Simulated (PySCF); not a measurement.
**Dipole response of Zn⁺ (zinc, charge +1)**

[Ar] 3d10 4s1, 2S determinant. Computed with PySCF 2.14 in aug-cc-pV5Z-PP with ECP10MDF, with a scalar-relativistic core potential. Coupled (time-dependent) response in atomic units; α is the mean over directions.

```
 method  mean α (bohr³)  C₆ (like pair)  S(−4)
r2SCAN0           19.31           84.95  290.9
```

S(−4) is the Cauchy moment in α(ω) = α(0) + S(−4) ω² + …

α(iu) at r2SCAN0:

```
u (hartree)  α(iu) (bohr³)
          0          19.31
     0.0500          18.61
      0.100          16.83
      0.200          12.46
      0.300          9.081
      0.500          5.441
      0.750          3.497
       1.00          2.552
       1.50          1.638
       2.00          1.187
       3.00         0.7364
       5.00         0.3793
```

A single London oscillator, α(iu) = α/(1 + u²/ω²), gives C₆ = (3/4) ω α². Matching the computed C₆ needs ω = 4 × 84.95 / (3 × 19.31²) = 0.304 hartree.

For an ion, C₆ is the dispersion term alone; charge-induced terms of lower order in 1/R come first.

Energies and moments cover only the electrons outside the core potential.
